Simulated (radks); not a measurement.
Results of a calculation; reference values are marked as such.
Task: These are the eigenvalues of the occupied orbitals of an atom or ion with whole-number occupations (eV). Code: a radial shooting solver on a logarithmic mesh with Libxc functionals. Model: scalar-relativistic Kohn-Sham, PBE, spin-unpolarised, spherical densities, point nucleus.

1s: -2751.308
2s: -252.6971
2p: -191.6294
3s: -20.6920
3p: -8.5952

Which element is it, and in what charge state? The configuration may be excited.

Result: Z = 17, chlorine, charge 0: Cl in [Ne] 3s2 3p5. The list shows which subshells hold electrons but not how many an open one holds; the 1s level, -101.11 hartree, gives Z - s = 14.2 by -(Z - s)^2/2, which with screening and relativity narrows Z to a few neighbours, and the depths of the outer levels then fix element, charge and occupations together.
